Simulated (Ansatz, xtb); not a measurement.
**FH2N2Si−: where a starting geometry ends**

The starting geometry of this gas-phase singlet has its atoms placed at random.

```xyz
6

F    -0.4448   -0.9694   -0.2003
N     0.6809    1.6730    0.9097
N    -1.8075    0.1983   -0.9934
Si   -0.0199    0.4063   -0.4408
H    -1.1291   -0.3476   -0.8177
H     1.5552    0.4497    0.7641
```

**Question.** Guess where an optimisation with r2SCAN-D4/def2-SVPD ends from this start.

**Answer.** It ends as `[H]/N=[Si](/[NH-])F`. Distances that change by over a tenth: F1–Si4 (1.46 → 1.70 Å), F1–H5 (1.11 → 2.81 Å), N2–Si4 (1.98 → 1.64 Å), N3–Si4 (1.88 → 1.64 Å), N3–H5 (0.89 → 1.02 Å). Contacts that open: Si4–H5 (1.39 → 2.24 Å). Contacts that close: N2–H6 (1.51 → 1.02 Å).

The energy falls by 12.40 eV over 10 steps:

| step | E − E(last) (eV) |
| --- | --- |
| 1 | 12.403 |
| 2 | 5.911 |
| 3 | 2.301 |
| 4 | 1.139 |
| 5 | 0.893 |
| 6 | 0.286 |
| 7 | 0.056 |
| 8 | 0.022 |
| 9 | 0.000 |
| 10 | 0.000 |

Final geometry (Å):

```xyz
6

F     0.2761   -1.3344    0.0144
N     0.7927    1.3727    0.5717
N    -1.6052    0.5136   -0.9613
Si   -0.2089    0.2840   -0.1341
H    -2.0181   -0.3603   -1.2895
H     1.5983    0.9346    1.0203
```

From the same start GFN2-xTB reaches the same bonding as this run.

From so rough a start the end depends on the optimiser's path, so another program may land elsewhere. No frequencies were run, so the end isn't proven a minimum. Run with Ansatz 0.2.0, 72 s on 1 thread of AMD EPYC (Zen 3), with other jobs on the host.
